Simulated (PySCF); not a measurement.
A structure optimised at TPSSh-D3(BJ)/def2-SVP, used in a PySCF frequency run:

```
C
H 1 1.1097
O 1 1.4127 2 110.60
H 3 0.9697 1 107.72 2 -59.01
C 1 1.5475 2 108.68 3 122.79
H 5 1.0986 1 116.41 2 -37.10
H 5 1.1037 6 108.92 1 122.68
C 1 1.5604 2 108.45 3 -128.98
H 8 1.0999 1 116.83 2 36.15
H 8 1.1039 9 109.24 1 -123.77
Si 5 1.9004 6 124.33 7 131.59
H 11 1.4886 5 119.21 6 -103.78
H 11 1.4891 12 108.96 8 133.86
```

Q: Write its SMILES and formula.

A: OC1C[SiH2]C1, C3H8OSi

Q: What are its rotational constants (standard atomic weights)?

A: 8.6350, 2.8612, 2.3632 GHz
